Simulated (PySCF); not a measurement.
Computed spin Hamiltonian

C6H10FO (doublet state).
Structure used (GFN2-xTB), in Å, numbered top down from 1:
```xyz
18
C6H10FO angstrom
F     -2.2922    0.9105    1.3717
C     -1.0654    0.4414    0.9307
C     -1.3056   -0.8664    0.1820
C     -0.0815   -1.4467   -0.4170
C      1.2795   -0.9612   -0.1168
C      1.5587    0.4616   -0.6739
O      0.9872    1.4929    0.0910
C     -0.4159    1.5384    0.0727
H     -0.4618    0.2886    1.8340
H     -2.0560   -0.6789   -0.5980
H     -1.7741   -1.5806    0.8770
H     -0.2132   -2.2161   -1.1574
H      1.4554   -0.9083    0.9635
H      2.0151   -1.6376   -0.5533
H      1.2107    0.5184   -1.7158
H      2.6330    0.6571   -0.6444
H     -0.6857    2.5084    0.5001
H     -0.7969    1.4848   -0.9577
```

The hyperfine couplings belong to this conformer and change with its torsions.

Identity: `F[C@H]1C[CH]CCOC1` [radical].

Level of theory: UKS B3LYP, pcH-1 on C F H O, non-relativistic, mean-field spin-orbit, GIAO in PySCF. The structure is a single GFN2-xTB conformer in the gas phase; no vibrational or solvent corrections. The geometry wasn't refined by DFT: couplings that depend on bond lengths, twists or pyramidal angles can differ widely from those at the functional's own minimum. The SCF solution wasn't tested for stability.

```json
{
  "g1, g2, g3": "2.00217, 2.00267, 2.00298",
  "g_iso": "2.00261",
  "Form of g": "rhombic: the two nearest values differ by 38 % of g3 − g1",
  "⟨S²⟩": "0.7539 (exact 0.7500)",
  "HOMO–LUMO gap, α and β orbitals": "6.51, 5.69 eV"
}
```

Isotropic coupling and dipolar principal values T1 to T3, in G (MHz turned into gauss with g_iso; 10 G = 1 mT):

| atom | isotope | a_iso | T1 | T2 | T3 | Mulliken spin population |
| --- | --- | --- | --- | --- | --- | --- |
| F1 | 19F | -0.3 | -1.6 | -1.2 | 2.8 | 0.00 |
| C2 | 13C | 3.8 | -0.4 | -0.3 | 0.7 | 0.01 |
| C3 | 13C | -11.8 | -0.9 | 0.3 | 0.6 | -0.09 |
| C4 | 13C | 32.3 | -28.9 | -28.6 | 57.4 | 1.03 |
| C5 | 13C | -12.0 | -0.8 | 0.0 | 0.7 | -0.09 |
| C6 | 13C | 28.8 | -2.3 | -2.1 | 4.5 | 0.05 |
| O7 | 17O | -0.6 | -0.4 | 0.1 | 0.3 | 0.00 |
| C8 | 13C | 0.0 | -0.3 | -0.1 | 0.4 | 0.00 |
| H9 | 1H | 0.0 | -0.9 | -0.8 | 1.7 | 0.00 |
| H10 | 1H | 28.4 | -1.7 | -1.5 | 3.2 | 0.03 |
| H11 | 1H | 47.6 | -2.0 | -1.2 | 3.2 | 0.05 |
| H12 | 1H | -22.6 | -13.8 | 0.0 | 13.8 | -0.05 |
| H13 | 1H | 28.4 | -1.7 | -1.5 | 3.2 | 0.04 |
| H14 | 1H | 2.9 | -1.9 | -1.4 | 3.3 | 0.00 |
| H15 | 1H | -1.5 | -2.2 | -0.6 | 2.8 | 0.00 |
| H16 | 1H | 4.1 | -1.2 | -0.7 | 1.9 | 0.01 |
| H17 | 1H | 0.1 | -0.4 | -0.4 | 0.8 | 0.00 |
| H18 | 1H | 0.0 | -0.9 | -0.8 | 1.8 | 0.00 |

The largest Mulliken spin populations are on C4 (+1.03), C3 (-0.09) and C5 (-0.09). C4 is the only atom above +0.15. The positive populations add up to 1.22 and the negative ones to -0.22, together 2S = 1. The angles at C4 add up to 359.9°, so it is planar; its axial dipolar tensor and the negative coupling of its proton fit spin in a p orbital normal to that plane.

Axes: g2 points within 12° of the C3–C4 bond.

Under fast tumbling the dipolar parts average out, and these isotropic splittings remain (the largest six): 1 × 1H (H11, I = 1/2, 2 lines) with 4.76 mT, 1 × 1H (H10, I = 1/2, 2 lines) with 2.84 mT, 1 × 1H (H13, I = 1/2, 2 lines) with 2.84 mT, 1 × 1H (H12, I = 1/2, 2 lines) with 2.26 mT, 1 × 1H (H16, I = 1/2, 2 lines) with 0.41 mT and 1 × 1H (H14, I = 1/2, 2 lines) with 0.29 mT.

The 13C coupling of C4 (90.5 MHz) shows only in satellite lines or after enrichment, since that isotope makes up about 1.07 % of natural carbon.

Examples of negative spin density at the nucleus (bohr⁻³): C5 (-0.0298), C3 (-0.0294) and H12 (-0.0142).
